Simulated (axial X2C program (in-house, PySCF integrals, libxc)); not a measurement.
## Which molecule has these constants?

Calculated with an axial X2C code built on PySCF integrals, spin-free (one-electron X2C) or two-component (2c: spin–orbit coupling with atomic mean-field Coulomb and Gaunt terms, which also bring small scalar terms), in Dyall basis sets with cores contracted in-house; open shells are unrestricted.

A two-component PBE0 calculation in a Dyall 3-zeta basis gave Re = 2.934 Å, ωe = 213.2 cm⁻¹, De = 2.62 eV, dipole magnitude 10.29 D, Ω = 3/2.

**Question.** Which molecule is it?
A. RbP
B. RbSi
C. RbS
D. NaRb
E. RbAl

**Answer.** C. The others have NaRb 3.682 Å and 106.7 cm⁻¹ (Ω = 0); RbSi 3.150 Å and 175.2 cm⁻¹ (Ω = 3/2); RbAl 3.494 Å and 127.8 cm⁻¹ (Ω = 2); RbP 3.145 Å and 180.2 cm⁻¹ (Ω = 1).

Each entry is the lowest single determinant of a limited PBE0 search at one distance. De goes to single-determinant-based atoms at the same level (for ions the charge split of lowest energy) and is withheld (n/a) where an atom does not fit its ground term or J level. Main or longest-lived isotopes. One determinant is a doubtful description, or other states lie close, for RbS, RbSi, RbAl, RbP; these need not be ground states, and all values refer to the states named. Some open-shell Ω = 0 determinants are out of reach, so the Ω given for RbAl, RbP need not be the lowest component. With several unpaired electrons the Ω given is that of one determinant, not necessarily of the lowest component. Some light 2c atoms are not at their ground J level, so De misses part of their lowering (0.04 eV or less). The functionals have no current term, which raises determinants with orbital currents. Where the atoms have a lower orbital projection than the molecule, De at mean-field level may be about a tenth of an eV too small.
